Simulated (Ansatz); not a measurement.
Input for Ansatz (an electronic-structure program): U-CCSD(T)/def2-SVP on CdH2O (SMILES [OH][CdH]), a point of a bond scan (R = 2.219 Å). Elements past Kr take the def2 small-core potentials; no spin–orbit coupling.

Ansatz 0.2 input:
```yaml
crystal:
  periodic: [false, false, false]
  atoms:
    - {symbol: Cd, position_ang: [-0.26732703, -0.09913817, -0.03051427]}
    - {symbol: H, position_ang: [-2.31995112, -0.90892249, -0.26825347]}
    - {symbol: O, position_ang: [1.61160576, 0.50063274, 0.17708425]}
    - {symbol: H, position_ang: [1.72664054, 1.45254853, 0.25462809]}
basis:
  gaussian:
    orbitals: def2-SVP
correlation: {method: ccsd_t, electrons: outside_noble_gas}
scf: {omitted_lower_state_checks: [cluster_reference]}
magnetization: {spin_polarized: true, initial_magnetization: 0}
```

Predict the final total energy.

-243.2275 hartree (reference determinant -242.7318, T1 diagnostic 0.022).
